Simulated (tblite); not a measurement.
Parent: `[CH3:1][Si@H:2]1[O:3][CH2:4][C:5](=[O:6])[O:7]1`, C3H6O3Si.

Computed geometry: GFN2-xTB, gas phase. One conformer each, not checked by frequencies here.

| coordinate of the parent | value |
| --- | --- |
| C1–Si2 | 1.884 Å |
| Si2–O3 | 1.640 Å |
| O3–C4 | 1.396 Å |
| C4–C5 | 1.527 Å |
| C5=O6 | 1.194 Å |
| C5–O7 | 1.326 Å |
| Si2–O7 | 1.671 Å |
| C1–Si2–O3 | 113.3° |
| C1–Si2–O7 | 111.7° |
| O3–Si2–O7 | 94.8° |
| Si2–O3–C4 | 112.4° |
| O3–C4–C5 | 108.6° |
| C4–C5–O6 | 125.3° |
| C4–C5–O7 | 110.5° |
| O6–C5–O7 | 124.2° |
| Si2–O7–C5 | 113.4° |

Task: How does the shared frame change in `[O:1]=[CH:2][Si@@H:3]1[O:4][CH2:5][C:6](=[O:7])[O:8]1` with O1–C2–Si3–O4 -125°, C3H4O4Si? Atoms pair as C1 = C2, Si2 = Si3, O3 = O4, C4 = C5, C5 = C6, O6 = O7, O7 = O8 (parent first).

Result: 
```
   parent   relative  value in the relative  change
   C1–Si2     C2–Si3                1.916 Å  +0.032
   Si2–O3     Si3–O4                1.636 Å  -0.004
    O3–C4      O4–C5                1.399 Å  +0.003
    C4–C5      C5–C6                1.527 Å   0.000
    C5=O6      C6=O7                1.190 Å  -0.004
    C5–O7      C6–O8                1.334 Å  +0.008
   Si2–O7     Si3–O8                1.663 Å  -0.008
C1–Si2–O3  C2–Si3–O4                 111.0°    -2.3
C1–Si2–O7  C2–Si3–O8                 110.2°    -1.5
O3–Si2–O7  O4–Si3–O8                  94.9°    +0.1
Si2–O3–C4  Si3–O4–C5                 112.2°    -0.2
 O3–C4–C5   O4–C5–C6                 108.5°    -0.1
 C4–C5–O6   C5–C6–O7                 126.0°    +0.7
 C4–C5–O7   C5–C6–O8                 110.1°    -0.4
 O6–C5–O7   O7–C6–O8                 124.0°    -0.2
Si2–O7–C5  Si3–O8–C6                 113.4°     0.0
```

Of the parent's bonds, C1–Si2 changes most (+0.032 Å). Bonds of the relative outside the shared frame: O1=C2 1.200 Å. Point group C1 → C1.

Task: How does the shared frame change in `[O:1]=[CH:2][O:3][CH2:4][Si@@H:5]1[O:6][CH2:7][C:8](=[O:9])[O:10]1` with O1–C2–O3–C4 -1°, C2–O3–C4–Si5 1°, O3–C4–Si5–O6 -80°, C4–Si5–O6–C7 -113°, Si5–O6–C7–C8 10°, O6–C7–C8–O9 178°, C7–C8–O10–Si5 -5°, C4H6O5Si? Atoms pair as C1 = C4, Si2 = Si5, O3 = O6, C4 = C7, C5 = C8, O6 = O9, O7 = O10 (parent first).

Result: 
```tsv
parent	relative	value in the relative	change
C1–Si2	C4–Si5	1.920 Å	+0.036
Si2–O3	Si5–O6	1.630 Å	-0.010
O3–C4	O6–C7	1.395 Å	-0.001
C4–C5	C7–C8	1.530 Å	+0.003
C5=O6	C8=O9	1.197 Å	+0.003
C5–O7	C8–O10	1.311 Å	-0.015
Si2–O7	Si5–O10	1.705 Å	+0.034
C1–Si2–O3	C4–Si5–O6	117.9°	+4.6
C1–Si2–O7	C4–Si5–O10	98.7°	-13.0
O3–Si2–O7	O6–Si5–O10	93.5°	-1.3
Si2–O3–C4	Si5–O6–C7	113.0°	+0.6
O3–C4–C5	O6–C7–C8	108.5°	-0.1
C4–C5–O6	C7–C8–O9	124.4°	-0.9
C4–C5–O7	C7–C8–O10	110.4°	-0.1
O6–C5–O7	O9–C8–O10	125.2°	+1.0
Si2–O7–C5	Si5–O10–C8	113.3°	-0.1
```

Of the parent's bonds, C1–Si2 changes most (+0.036 Å). Bonds of the relative outside the shared frame: O1=C2 1.210, C2–O3 1.287, O3–C4 1.433 Å. Point group C1 → C1.
